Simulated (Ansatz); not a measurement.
A nudged elastic band was laid between two geometries of C₂H₈FGeN (13 atoms, charge 0, multiplicity 1).

All numbers below come from RKS B3LYP-D4/def2-SVP (Ansatz 0.2.0).

| Quantity | Value |
| --- | --- |
| movable images | 9 |
| climbing image | yes |
| spring | 5.0 eV/Å² |
| optimiser | quadratic models (default) |
| start path | through a guess of the saddle point |
| force threshold | 0.03 eV/Å |
| iteration limit | 60 |
| end points | relaxed |

Initial state:

```xyz
13
Properties=species:S:1:pos:R:3
C -1.687 -0.534 0.114
Ge 0.203 -0.253 0.529
N 1.158 -1.536 -0.397
C 0.661 1.607 -0.013
F 0.328 1.748 -1.360
H -2.325 0.082 0.766
H -1.957 -1.592 0.245
H -1.876 -0.242 -0.931
H 0.538 -0.440 2.028
H 0.982 -1.537 -1.400
H 2.165 -1.516 -0.251
H 1.737 1.824 0.112
H 0.094 2.353 0.573
```

Final state:

```xyz
13
Properties=species:S:1:pos:R:3
C -1.653 -0.369 0.361
Ge 0.074 0.112 1.322
N 1.136 -1.240 -0.053
C 0.585 1.579 -0.047
F 0.550 1.099 -1.383
H -2.437 0.332 0.699
H -1.996 -1.383 0.626
H -1.572 -0.282 -0.735
H 0.680 -2.150 -0.128
H 1.063 -0.750 -0.954
H 2.120 -1.389 0.172
H 1.599 1.985 0.117
H -0.128 2.421 0.018
```

Question: What changes between the two ends?

Answer: Bonds broken: Ge2–H9. Bonds formed: N3–H9.

Question: What energy profile does the band end with?

Answer: It converged. The highest image is number 4 of 0 to 10, 2.49 eV above the first end and 2.20 eV above the last; the last end lies 0.28 eV above the first. Neighbouring images differ by up to 1.4 eV, so the band resolves the path poorly. A vibrational analysis at the climbing image gives one clearly imaginary mode, 1403i cm⁻¹: a first-order saddle point. The orbitals stay closed-shell, which can raise the energy where a bond breaks towards radicals; this wasn't checked here.

```tsv
image	path coordinate (Å)	energy (eV)	Ge2–H9 (Å)	N3–H9 (Å)
0	0.00	0.00	1.55	2.73
1	0.49	0.04	1.55	2.68
2	0.97	0.43	1.54	2.40
3	1.46	1.52	1.54	1.97
4	1.94	2.49	1.65	1.49
5	2.52	1.04	2.08	1.05
6	3.10	0.52	2.60	1.02
7	3.68	0.42	2.75	1.02
8	4.26	0.36	2.78	1.02
9	4.85	0.30	2.78	1.02
10	5.43	0.28	2.75	1.02
```

Question: What is the geometry of the highest image?

Answer: 
```xyz
13
Properties=species:S:1:pos:R:3
C -1.698 -0.418 0.097
Ge 0.099 -0.045 0.828
N 1.187 -1.425 -0.164
C 0.600 1.725 0.016
F 0.234 1.729 -1.326
H -2.468 0.149 0.642
H -1.932 -1.490 0.182
H -1.716 -0.116 -0.962
H 0.968 -1.359 1.311
H 0.804 -2.021 -0.902
H 2.171 -1.216 -0.331
H 1.687 1.900 0.090
H 0.082 2.553 0.533
```

The band took 14 iterations and about 10 core-minutes.

The run took 5.1 min on 2 threads of Intel(R) Xeon(R) 6975P-C (Granite Rapids), with other jobs on the host, peak memory 0.35 GiB.
